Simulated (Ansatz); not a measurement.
`O=C[NH][GeH3]` + `[GeH3][TeH]` → `[GeH3][Te][GeH3]` + `NC=O` at 500 K and 1 bar (ligand exchange at a Ge–N bond).

Computed with Ansatz on PBE0-D4/def2-TZVP structures; ΔE is electronic, products minus reactants. CCSD(T)/CBS adds triple-zeta CCSD(T) − MP2 to the extrapolated MP2 energy (def2 sets, frozen cores). This one scheme is used for every species. Elements past krypton have def2 core potentials. For Ge, Te outer-core shells are correlated without core-valence functions, which leaves a few kJ/mol of doubt a bond. Scalar relativity is left out up to krypton. Each species was taken in one conformer, which may not be the lowest.

| species | CCSD(T)/CBS energy (Eh) | H − E (kJ/mol) | S (J/(mol·K)) |
| --- | --- | --- | --- |
| `O=C[NH][GeH3]` | -2247.05298 | 195.4 | 372.4 |
| `[GeH3][TeH]` | -2346.24724 | 110.0 | 352.4 |
| `[GeH3][Te][GeH3]` | -4423.58669 | 171.3 | 448.7 |
| `NC=O` | -169.73435 | 144.8 | 288.7 |

H − E and S are ideal-gas, rigid-rotor, harmonic terms from PBE0-D4/def2-TZVP, for one conformer and one mirror image of each species. 1 Eh = 2625.50 kJ/mol, R = 8.31446 J/(mol·K).

By hand: ΔE, ΔH, ΔS and ΔG.

ΔE = (-4423.58669) + (-169.73435) − (-2247.05298) − (-2346.24724) = -0.02082 Eh = -54.7 kJ/mol. Δ(H − E) = 171.3 + 144.8 − 195.4 − 110.0 = 10.7, so ΔH = -44.0 kJ/mol. ΔS = 448.7 + 288.7 − 372.4 − 352.4 = 12.6 J/(mol·K). ΔG = -44.0 − 500 × (12.6)/1000 = -50.3 kJ/mol.

By hand: the equilibrium constant, and the temperature at which ΔG would vanish if ΔH and ΔS stayed fixed.

log₁₀ K = −ΔG/(RT ln 10) = 5.3. ΔH and −TΔS have one sign here, so there is no such temperature.

The number of gas molecules stays the same, so ΔS is small and ΔH decides. A doubt of 5 kJ/mol in ΔE shifts log₁₀ K by 0.5 here. Other conformers and mirror images would add mixing entropy, several J/(mol·K) or more a flexible species. Modes under 60 cm⁻¹, often nearly free rotors, make the harmonic entropy too high. These are equilibria of isolated gas molecules and say nothing of rates. Largest T1 diagnostic: 0.016 (customary marks: 0.02 for closed shells, 0.045 for open ones).

ΔS is within the doubt of such terms, so its sign, and with it that verdict, could turn.
